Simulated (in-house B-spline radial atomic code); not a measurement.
O5+: [He] 2p1 (with a hole in an inner shell)

Level of theory: Dirac-Hartree-Fock, average of configuration, Fermi nucleus of rms radius 2.6991 fm; calculated with a radial B-spline atomic code at the basis-set limit.

Screening seen three ways: the hydrogenic charge with the same mean radius, Z_r = [3n² - l(l+1)]/(2<r>), the one with the same energy, Z_e = n√(-2ε), and Slater's rules. Values are occupation-weighted means over j.

```csv
shell,electrons,ε (eV),<r> (bohr),Z_r,Z_e,Slater
1s,2,-699.21,0.1974,7.60,7.17,7.70
2p,1,-125.92,0.8033,6.22,6.08,6.30
```

The least bound orbital is 2p3/2 at -125.9 eV, and it is also the most diffuse (<r> = 0.8036 bohr).

Spin-orbit splittings of the orbital energies (j = l + 1/2 above j = l - 1/2 when positive): 2p 0.0746 eV.

For the 1s electron the small component carries 0.0784 % of the norm, the zero-frequency Breit interaction raises the level by 0.1694 eV, self-energy by 0.06497 eV, and vacuum polarisation lowers it by 0.003177 eV.
